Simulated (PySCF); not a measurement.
C3H2O, SMILES O=c1cc1. Geometry: B3LYP-D3(BJ)/def2-SVP.

Computed equilibrium geometry at B3LYP-D3(BJ)/def2-SVP (PySCF confirms it by a frequency run) as Cartesian coordinates in Å, and its point group:
point group C2v.
```xyz
6

O      0.0000     0.0000     1.5386
C      0.0000     0.0000     0.3380
C      0.0000     0.6738    -0.9322
C      0.0000    -0.6738    -0.9322
H      0.0000     1.5575    -1.5751
H      0.0000    -1.5575    -1.5751
```
Charge 0, spin multiplicity 1.
